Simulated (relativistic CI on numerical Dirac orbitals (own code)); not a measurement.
One change at a time: Sn22+

Base calculation: Dirac-Coulomb-Breit CI, orbitals from a KLI potential per configuration, model QED, unscaled Slater integrals.

CI space (outside the closed core [Ne]): 3s²3p⁶3d¹⁰, 3s²3p⁶3d⁹4s, 3s²3p⁶3d⁹4p, 3s²3p⁶3d⁹4d, 3s²3p⁶3d⁹4f, 3s²3p⁶3d⁸4s², 3s²3p⁵3d¹⁰4s, 3s²3p⁶3d⁸4s4p, 3s²3p⁵3d¹⁰4p, 3s²3p⁶3d⁹5s, 3s²3p⁶3d⁸4p², 3s²3p⁶3d⁹5p, 3s²3p⁶3d⁸4s4d, 3s²3p⁶3d⁹5d, 3s²3p⁵3d¹⁰4d, 3s²3p⁶3d⁸4p4d, 3s3p⁶3d¹⁰4s, 3s²3p⁶3d⁹5f, 3s²3p⁵3d⁹4s², 3s²3p⁶3d⁹5g, 3s3p⁶3d¹⁰4p, 3s²3p⁶3d⁸4d², 3s²3p⁶3d⁹6s, 3s²3p⁵3d⁹4s4p, 3s²3p⁵3d¹⁰4f, 3s²3p⁶3d⁹6p, 3s²3p⁶3d⁹6d, 3s²3p⁵3d⁹4p², 3s²3p⁵3d⁹4s4d, 3s3p⁶3d⁹4s², 3s3p⁶3d¹⁰4d, 3s²3p⁵3d¹⁰5s, 3s²3p⁵3d⁹4p4d, 3s²3p⁵3d¹⁰5p, 3s3p⁶3d⁹4s4p, 3s²3p⁴3d¹⁰4s². Levels of other configurations are missing.

The lowest level and the first level of each name with at least 55 % of one term (blank where a level has no safe partner in the second run):

| Level | Base (eV) | Shift (eV) |
| --- | --- | --- |
| 3s²3p⁶3d¹⁰ ¹S0 | 0.000 | 0.000 |
| 3s²3p⁶3d⁹4s ³D3 | 445.457 | -0.692 |
| 3s²3p⁶3d⁹4s ³D1 | 454.372 | -0.694 |
| 3s²3p⁶3d⁹4p ³P°2 | 490.212 | -0.585 |
| 3s²3p⁶3d⁹4p ³F°2 | 499.425 | -0.782 |
| 3s²3p⁶3d⁹4p ³F°4 | 502.403 | -0.791 |
| 3s²3p⁶3d⁹4p ¹D°2 | 503.903 | -0.780 |
| 3s²3p⁶3d⁹4p ¹P°1 | 504.426 | -0.564 |
| 3s²3p⁶3d⁹4p ³D°3 | 505.160 | -0.876 |
| 3s²3p⁶3d⁹4p ³P°0 | 509.341 | -0.489 |
| 3s²3p⁶3d⁹4p ³D°1 | 512.456 | -0.741 |
| 3s²3p⁶3d⁹4p ³D°2 | 513.707 | -0.866 |
| 3s²3p⁶3d⁹4d ³S1 | 572.557 | -0.049 |
| 3s²3p⁶3d⁹4d ³G4 | 576.094 | -0.868 |

At this charge energies of transitions that change n are usually good to better than 1 %, and those within a shell (Δn = 0) to a few per cent.

(1) One thing was changed in a second run, which moved the levels as shown. Which?
A. QED terms removed
B. Breit term removed
C. valence Slater integrals scaled by 0.9
D. configuration mixing switched off

## Answers

(1) D. Configuration mixing switched off. Without mixing, levels that were pushed by configurations of the same parity and J return to their single-configuration places.

LS names give the leading component of a level, which can be under half, so a name can repeat, a term be missing and a line seem to break the LS rules.
